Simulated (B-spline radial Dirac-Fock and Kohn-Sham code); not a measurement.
**Scattering functions of La¹⁵⁺**

System: lanthanum as La¹⁵⁺ in the configuration 1s2 2s2 2p6 3s2 3p6 3d10 4s2 4p6 4d6.

Calculated with a radial atomic solver, using Dirac-Fock densities. f₀ is the Fourier transform of the spherical electron density, S the Waller-Hartree incoherent function, and s = sin θ/λ.

```tsv
s (Å⁻¹)	f₀	S
0	42.000	0.000
0.09	41.478	0.463
0.1	41.357	0.569
0.12	41.080	0.810
0.15	40.578	1.242
0.17	40.190	1.572
0.2	39.534	2.121
0.24	38.535	2.938
0.28	37.417	3.827
0.33	35.890	5.001
0.38	34.268	6.205
0.45	31.931	7.882
0.53	29.298	9.730
0.63	26.256	11.894
0.74	23.387	14.088
0.87	20.688	16.446
1.02	18.350	18.846
1.2	16.241	21.267
1.41	14.216	23.558
1.66	12.039	25.782
1.96	9.739	28.001
2.3	7.743	30.086
2.71	6.219	32.112
```

f₀ starts at the number of electrons, 42, and has fallen to half at s ≈ 0.85 Å⁻¹. The sum of ⟨r²⟩ over the electrons is 8.854 bohr².
